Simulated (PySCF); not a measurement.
A side-by-side comparison of computed properties.

First species: TiEt(NMe2)3, C8H23N3Ti (singlet state).
SMILES: `C[CH2][Ti]([N](C)C)([N](C)C)[N](C)C`

Second species: C3H12GeOSi.
Numbering: `[CH3:1][Si:2]([CH3:3])([CH3:4])[O:5][GeH3:6]` (hydrogens: H7, H8, H9 on C1; H10, H11, H12 on C3; H13, H14, H15 on C4; H16, H17, H18 on Ge6)

Structure used (PBE0-D3(BJ)/def2-SVP), in Å, numbered top down from 1:
```
atom  x, y, z in Å
C1    -0.7353   -0.9137   -1.5188
Si2   -0.4252    0.2003   -0.0403
C3    -0.7716   -0.7281    1.5544
C4    -1.4789    1.7419   -0.1436
O5     1.1688    0.7089   -0.0533
Ge6    2.7425   -0.0897    0.0932
H7    -1.7950   -1.2113   -1.5735
H8    -0.4810   -0.3961   -2.4571
H9    -0.1331   -1.8349   -1.4676
H10   -0.5440   -0.0982    2.4289
H11   -0.1674   -1.6461    1.6337
H12   -1.8318   -1.0219    1.6175
H13   -2.5512    1.4901   -0.1203
H14   -1.2674    2.4157    0.7010
H15   -1.2776    2.2945   -1.0744
H16    2.9038   -1.1121   -1.0509
H17    3.8004    1.0190   -0.0093
H18    2.8266   -0.8055    1.4570
```

Levels: wB97X-D/def2-SVPD for HOMO energy, LUMO energy, HOMO–LUMO gap and static isotropic polarisability; TDDFT wB97X-D/def2-SVPD for lowest singlet excitation; TDA wB97X-D/def2-SVPD for lowest triplet excitation (Tamm–Dancoff). Geometries: PBE0-D3(BJ)/def2-SVP. Each structure is a single optimised conformer of the isolated species, non-relativistic unless stated; the electronic structure was computed with PySCF and density fitting.

The conformers computed, where there is a choice (atom-mapped SMILES and torsion angles):
- `[CH3:1][Si:2]([CH3:3])([CH3:4])[O:5][GeH3:6]`: C1–Si2–O5–Ge6 -64°

Values for the first species:

- HOMO energy: -7.83 eV
- LUMO energy: 1.37 eV
- HOMO–LUMO gap: 9.20 eV
- Lowest singlet excitation: 4.15 eV
- Lowest triplet excitation (Tamm–Dancoff): 3.87 eV
- Static isotropic polarisability: 170.9 au

Estimate the same properties for the second species, and the change in each.

```csv
property,first,second,second less first
HOMO energy,-7.83 eV,-9.75 eV,-1.92 eV
LUMO energy,1.37 eV,1.78 eV,+0.41 eV
HOMO–LUMO gap,9.20 eV,11.53 eV,+2.33 eV
lowest singlet excitation,4.15 eV,7.14 eV,+2.99 eV
lowest triplet excitation (Tamm–Dancoff),3.87 eV,6.85 eV,+2.98 eV
static isotropic polarisability,170.9 au,95.0 au,-75.9 au
```

On the first: S1 lies 5.05 eV below the HOMO–LUMO gap; its leading configuration is HOMO→LUMO, weight 0.49, beside HOMO−3→LUMO, weight 0.34. The principal polarisabilities are 158.7, 175.0 and 179.0 au; their mean is the isotropic value.

On the second: In wavenumbers S1 is 57600 cm⁻¹ (1 eV = 8065.54 cm⁻¹). No computed singlet falls in the visible range (750 to 380 nm, 1.65 to 3.26 eV); S1 lies 3.88 eV above its blue end. Relativistic effects, spin–orbit coupling among them, are left out although an element past zinc is present.
